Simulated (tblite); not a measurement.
Compound: C6H7ClF (doublet state).
Z-matrix (Å and degrees, GFN2-xTB geometry), rows numbered from 1:
```
C 
C   1  1.2918
C   2  1.4407  1  144.45
C   3  1.5488  2  116.66  1   104.51
C   4  1.5307  3   89.49  2  -135.53
Cl  5  1.7736  4  116.44  3   133.67
C   5  1.5375  4   90.69  3    13.59
F   7  1.3605  3  113.43  2    17.79
H   1  1.0913  2  123.57  3     1.15
H   1  1.0803  2  122.07  3  -178.72
H   3  1.0934  2  110.47  1  -126.65
H   4  1.0867  3  116.64  2   105.30
H   4  1.0878  3  111.49  2   -21.96
H   5  1.0901  4  113.83  3  -100.77
H   7  1.0939  3  117.06  2  -107.14
```

Computed values, GFN2-xTB/tblite, gas phase, harmonic and unscaled. This tight-binding method is rough: wavenumbers can miss measured ones by several per cent, in bad cases by 10 to 20. One conformer, not necessarily the lowest. Open shells enter through the occupations alone, without spin polarisation, and single modes of such species can be off by tens of per cent.

Harmonic wavenumbers (cm⁻¹): 36.9, 91.7, 138.1, 177.1, 269.4, 292.7, 320.9, 416.8, 517.8, 568.8, 663.8, 739.9, 810.9, 864.4, 912.2, 933.4, 970.5, 999.7, 1043.7, 1060.7, 1089.4, 1121.8, 1156.0, 1176.5, 1201.1, 1215.8, 1241.5, 1266.0, 1294.5, 1367.0, 1454.2, 1821.9, 2880.2, 2931.6, 2938.4, 2966.6, 3025.2, 3029.3, 3045.8.

A = 3348, B = 1121, C = 1002 MHz; mass 133.022 u (most abundant isotopes); point group C1, symmetry number 1; spin multiplicity 2.

Problem. Zero-point energy?

Solution. ½Σν̃ = 24026 cm⁻¹ = 287.42 kJ/mol.

Problem. What is S at 350 K and 1 bar for an ideal gas of classical rigid rotors and harmonic oscillators?

Solution. Translation 173.18, rotation 122.66, vibration 112.13, spin (R ln 2) 5.76: S = 413.7 J/(mol K).

Problem. And Cp and H(350 K) − H(0)?

Solution. Cp = 151.43 J/(mol K), of which vibrations give 118.17 (their classical limit is 39 R = 324.3); H(350 K) − H(0) = 32.04 kJ/mol without the zero-point energy, 20.40 from vibrations.

Problem. How do the functions run with temperature in this model?

Solution. 
```
 T (K)  S (J/(mol K))  Cp (J/(mol K))  H − H(0) (kJ/mol)  G − H(0) (kJ/mol)  ln q(vib)
    50          248.5            50.0               2.03             -10.40       0.52
   100          288.7            67.6               4.98             -23.90       1.48
298.15          390.9           133.1              24.66             -91.90       5.44
373.15          423.7           159.3              35.64            -122.46       6.94
   500          475.8           197.0              58.33            -179.55       9.49
   750          566.0           247.0             114.37            -310.10      14.41
  1000          641.6           277.9             180.26            -461.31      19.01
```

q(vib) and H(0) count from the zero-point level.

Problem. Blend soft modes into free rotors: weight 1/[1 + (100 cm⁻¹/ν̃)⁴] for the oscillator and the rest for a rotor with moment μB/(μ + B), μ = h/(8π²ν), B = 10⁻⁴⁴ kg m². What vibrational entropy results?

Solution. 102.52 J/(mol K) in place of 112.13, which changes −T·S at 350 K by +3.36 kJ/mol.

Problem. What must be added to the electronic energy to get the Gibbs energy at 350 K and 1 bar?

Solution. ZPE + [H(350 K) − H(0)] − T·S = 287.42 + 32.04 − 144.80 = 174.66 kJ/mol.

Hindered rotation and anharmonicity are outside this model. Other conformers, if any are populated, would add a mixing term that is left out. The structure is chiral; the term R ln 2 for an equal mix with its mirror image is left out.
